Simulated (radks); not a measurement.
Question: These are the eigenvalues of the occupied orbitals of an atom or ion with whole-number occupations (Ry). Method: scalar-relativistic Kohn-Sham, PBE, spin-polarised, spherical densities, point nucleus; computed with a radial shooting solver on a logarithmic mesh with Libxc functionals.

| orbital | eigenvalue |
|---|---|
| 1s up | -5957.121 |
| 1s down | -5957.010 |
| 2s up | -1200.986 |
| 2s down | -1200.914 |
| 2p up | -1066.287 |
| 2p down | -1066.216 |
| 3s up | -416.5150 |
| 3s down | -416.3788 |
| 3p up | -377.0203 |
| 3p down | -376.8790 |
| 3d up | -336.0133 |
| 3d down | -335.8926 |
| 4s up | -205.0153 |
| 7s up | -57.72212 |

Which element is it, and in what charge state? The configuration may be excited. Open shells, if any, are filled with parallel spins first.

Answer: Z = 78, platinum, charge +48: Pt48+ in [Ar] 3d10 4s1 7s1. The list shows which subshells hold electrons but not how many an open one holds; the 1s level, -2978.6 hartree, gives Z - s = 77.2 by -(Z - s)^2/2, which with screening and relativity narrows Z to a few neighbours, and the depths of the outer levels then fix element, charge and occupations together.
